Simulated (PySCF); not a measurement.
Cartesian coordinates (Å):
SMILES: [O]C=C=C
```xyz
7

C     -1.3328    -0.0839     0.0073
C     -0.0447    -0.0086    -0.0009
C      1.3433     0.0703    -0.0104
O      1.9676     1.1196     0.2007
H     -1.9207     0.0803    -0.8933
H     -1.8865    -0.3047     0.9175
H      1.8738    -0.8730    -0.2209
```
Charge 0, spin multiplicity 2.

**Question.** Predict the total energy, dipole moment and highest occupied spin orbital from ωB97X-D3(BJ)/def2-TZVP // B3LYP-D3(BJ)/def2-TZVP (PySCF).

**Answer.** 
total energy: -5207.40 eV
dipole moment: 3.43 D
highest occupied spin orbital: -9.55 eV
